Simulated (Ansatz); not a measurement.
Two isomers of C2H4OSSi: A = `[SiH3]OC1=CS1`, B = `O[SiH]1C=C1S`.

Program: Ansatz. Geometries: PBE0-D4/def2-TZVP. ΔE: electronic, gas phase. CBS: MP2 limit from def2 TZ/QZ plus the TZ coupled-cluster correction, frozen cores. Functionals use def2-TZVPP. Each species was taken in one conformer, which may not be the lowest.

Question: Which is lower in electronic energy at CCSD(T)/CBS, and by how much? (An estimate is asked.)

Answer: The calculation gave: B, by 183.2 kJ/mol.

Question: Give E(B) − E(A) in kJ/mol with CCSD(T)/def2-TZVPP, CCSD/def2-TZVPP, MP2/def2-TZVPP, HF/def2-TZVPP, B2PLYP, ωB97M-V, r2SCAN-D4. (An estimate is asked.)

Answer: Ansatz gave: CCSD(T)/def2-TZVPP -180.4, CCSD/def2-TZVPP -183.4, MP2/def2-TZVPP -184.9, HF/def2-TZVPP -179.3, B2PLYP -177.8, ωB97M-V -183.0, r2SCAN-D4 -188.6. None reverses the order clearly.

Largest T1 diagnostic: 0.013.

From PBE to PBE0 (25 % exact exchange), in def2-TZVPP and without D4, E(B) − E(A) moves by −7.8 kJ/mol.
